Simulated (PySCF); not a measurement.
C6H8FN.
Cartesian coordinates in Å at the PBE0-D3(BJ)/def2-SVP level; atoms count from 1:
```
atom  x, y, z in Å
N1    -0.0893   -0.5419   -2.9629
C2     0.3552   -0.1631   -1.9631
C3     0.8946    0.3064   -0.6875
C4     0.9068   -0.8342    0.3503
C5    -0.5182   -0.8064    0.8900
C6    -0.7845    0.6775    1.0802
F7    -0.2435    1.0708    2.2932
C8    -0.0242    1.3837   -0.0509
H9     1.9048    0.6955   -0.8858
H10    1.6118   -0.5696    1.1527
H11    1.2143   -1.7993   -0.0745
H12   -1.2185   -1.2143    0.1427
H13   -0.6598   -1.3602    1.8283
H14   -1.8558    0.9316    1.1053
H15    0.5749    2.1875    0.3979
H16   -0.6951    1.8422   -0.7896
```

The closed-shell ground state was solved at several levels (PySCF, density fitting, gas phase, non-relativistic).

```
             level  basis functions  HOMO (eV)  LUMO (eV)  gap (eV)  dipole (D)
CAM-B3LYP/pcSseg-1              176     -10.70       1.48     12.18        2.31
    PBE0/def2-SVPD              227      -9.32       0.24      9.56        2.36
     PBE0/pcSseg-1              176      -9.28       0.47      9.75        2.35
```

Problem. What might B3LYP/pcJ-1 (296 basis functions) give for the same quantities?

Solution. HOMO -9.01 eV, LUMO 0.19 eV, gap 9.20 eV, dipole 2.35 D.

Problem. Over all these levels, which gives the widest orbital gap and which the narrowest?

Solution. CAM-B3LYP/pcSseg-1 (range-separated hybrid) has the widest, 12.18 eV, and B3LYP/pcJ-1 (global hybrid, 20 % exact exchange) the narrowest, 9.20 eV. Functional and basis both differ between the two, so the spread mixes both effects.

Problem. How far do the dipole and the HOMO energy spread over the levels?

Solution. The dipole runs from 2.31 to 2.36 D (mean 2.34 D) and the HOMO from -10.70 to -9.01 eV.

One conformer stands for the species.
